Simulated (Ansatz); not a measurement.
`BCO[SiH3]`, 11 atoms. The species carries charge 0 and has multiplicity 1. All runs use 2 threads of an Intel Xeon Platinum 8488C on a shared host. Correlated methods freeze the cores.

(1) How many basis functions does each run have, and how long does it take in Ansatz? RHF-MP2/def2-QZVPP energy; RHF-CCSD(T)/def2-TZVPP energy; RKS PBE0-D4/def2-TZVP frequencies; RKS PBE0-D4/def2-TZVPP energy; RKS B2PLYP (frozen core)/def2-TZVPP energy; RKS PBE0-D4/def2-TZVP relaxation (13 steps); RKS BHLYP-D4/def2-TZVPP energy; RKS ωB97M-V/def2-SVP energy; RKS PBE0-D4/def2-SVP energy; RKS HSE06 (plane-wave form)-D4/def2-TZVPP energy; RHF-CCSD(T)/def2-SVP energy; direct RPA on PBE orbitals/def2-TZVPP energy. (An estimate is asked.)

## Answers

(1) The calculation gave: Other jobs shared the machine, so times are rough.

```json
{"level": "RKS PBE0-D4/def2-SVP", "job": "energy", "functions": "95", "wall time": "1 s", "peak host memory (GiB)": "0.19"}
{"level": "RKS PBE0-D4/def2-TZVPP", "job": "energy", "functions": "233", "wall time": "2.9 s", "peak host memory (GiB)": "0.48"}
{"level": "RKS HSE06 (plane-wave form)-D4/def2-TZVPP", "job": "energy", "functions": "233", "wall time": "3.2 s", "peak host memory (GiB)": "0.5"}
{"level": "RKS ωB97M-V/def2-SVP", "job": "energy", "functions": "95", "wall time": "3.3 s", "peak host memory (GiB)": "0.28"}
{"level": "RHF-CCSD(T)/def2-SVP", "job": "energy", "functions": "95", "wall time": "3.4 s", "peak host memory (GiB)": "0.37"}
{"level": "RKS BHLYP-D4/def2-TZVPP", "job": "energy", "functions": "233", "wall time": "3.7 s", "peak host memory (GiB)": "0.49"}
{"level": "RKS B2PLYP (frozen core)/def2-TZVPP", "job": "energy", "functions": "233", "wall time": "6.5 s", "peak host memory (GiB)": "0.55"}
{"level": "direct RPA on PBE orbitals/def2-TZVPP", "job": "energy", "functions": "233", "wall time": "6.5 s", "peak host memory (GiB)": "0.51"}
{"level": "RHF-MP2/def2-QZVPP", "job": "energy", "functions": "451", "wall time": "21 s", "peak host memory (GiB)": "2.5"}
{"level": "RKS PBE0-D4/def2-TZVP", "job": "relaxation (13 steps)", "functions": "172", "wall time": "40 s", "peak host memory (GiB)": "0.39"}
{"level": "RKS PBE0-D4/def2-TZVP", "job": "frequencies", "functions": "172", "wall time": "2.1 min", "peak host memory (GiB)": "0.4"}
{"level": "RHF-CCSD(T)/def2-TZVPP", "job": "energy", "functions": "233", "wall time": "3.7 min", "peak host memory (GiB)": "1.8"}
```
